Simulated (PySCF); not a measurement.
## C₆ coefficients of unlike pairs at PBE

Calculated with PySCF 2.14 from the dipole response of each species, C₆(A,B) = (3/π) ∫ α_A(iu) α_B(iu) du, in atomic units, from isotropic polarisabilities. For ions this is the dispersion term alone; charge-induced terms of lower order in 1/R come first.

```json
{"species": "Ar", "configuration": "[Ar] (1S)", "basis": "def2-TZVPPD (6s6p4d1f)", "relativity": "none", "α (bohr³)": "11.77", "C₆ (like pair)": "69.27"}
{"species": "Fe²⁺", "configuration": "[Ar] 3d6 (5D)", "basis": "x2c-TZVPPall with one added diffuse shell each of s, p, d, f type (7s6p5d3f1g)", "relativity": "spin-free X2C", "α (bohr³)": "4.090", "C₆ (like pair)": "11.80"}
{"species": "F", "configuration": "[He] 2s2 2p5 (2P)", "basis": "dyall-acv3z (15s9p4d2f)", "relativity": "spin-free X2C", "α (bohr³)": "3.708", "C₆ (like pair)": "10.06"}
{"species": "P²⁺", "configuration": "[Ne] 3s2 3p1 (2P)", "basis": "def2-QZVPPD (10s6p5d2f1g)", "relativity": "none", "α (bohr³)": "9.210", "C₆ (like pair)": "33.20"}
```

Estimate C₆ for P²⁺ with Ar.

The integral gives 47.55. The combination rule 2 C_A C_B / (C_A α_B/α_A + C_B α_A/α_B) gives 47.60 and the geometric mean 47.96.

No spin-orbit coupling is included.

The other pairs:

| pair | C₆ |
| --- | --- |
| Fe²⁺, Ar | 27.68 |
| P²⁺, Fe²⁺ | 18.54 |
| P²⁺, F | 17.32 |
| F, Fe²⁺ | 10.86 |
| F, Ar | 25.85 |
